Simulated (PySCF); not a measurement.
Species: CH₈BOP.
Atom-mapped SMILES: `[CH3:1][O:2][BH2-:3][PH3+:4]` (hydrogens: H5, H6, H7 on C1; H8, H9 on B3; H10, H11, H12 on P4)

Computed with PySCF at B3LYP/def2-SVPD, non-relativistic, on one gas-phase PBE0-D3(BJ)/def2-SVP geometry that isn't relaxed in the solvent. The solvent is an IEF-PCM continuum (cavity from Bondi-type radii × 1.2). The model holds no explicit solvent molecules, cavitation or dispersion.

Gas phase at B3LYP/def2-SVPD: HOMO -6.36 eV, LUMO -0.18 eV, dipole 3.45 D.

What does the continuum do to the energy, the frontier levels and the dipole at B3LYP/def2-SVPD in chloroform?

| solvent | ε | E(solvent) − E(gas) (kcal/mol) | polarisation term (kcal/mol) | distortion of the solute (kcal/mol) | HOMO (eV) | LUMO (eV) | dipole (D) |
| --- | --- | --- | --- | --- | --- | --- | --- |
| chloroform | 4.711 | -5.45 | -6.32 | 0.87 | -6.55 | 0.18 | 4.32 |

Polarisation term: ½ Σ q·V over the induced surface charges. Distortion: the rise of the solute's own energy as its density leaves the gas-phase optimum. The atom shares or the degeneracy of the LUMO differ from the gas phase in chloroform, so that column needn't follow one orbital.

Which radius a makes the point-dipole formula ΔE = −[(ε − 1)/(2ε + 1)]·μ²/a³ give the value in chloroform, with the gas-phase dipole?

μ = 1.358 au and |ΔE| = 0.00869 Eh give a = 2.24 Å; the farthest nucleus lies 3.08 Å from the centroid of the nuclei, so such a sphere wouldn't even hold the nuclei. The formula assumes a rigid point dipole at the centre of a sphere.

How does the static polarisability (B3LYP/def2-SVPD, frozen core, with the continuum's full static response) change?

```
    medium  isotropic (au)  principal values (au)  ⟨r²⟩ of the electrons (bohr²)
       gas            65.7       56.8, 58.2, 82.2                          585.4
chloroform            80.3       71.8, 72.5, 96.6                          584.2
```

The isotropic value in chloroform is 1.22 times the gas-phase one; no cavity-field correction is applied. ⟨r²⟩ is taken about the centre of nuclear charge.

Time: 12 s wall; peak memory 0.73 GiB. Hardware: an Arm Neoverse V1 with one thread, shared host. This is the whole response run at B3LYP/def2-SVPD in chloroform, SCF included.

Conformer computed: `[CH3:1][O:2][BH2-:3][PH3+:4]`: C1–O2–B3–P4 -178°.
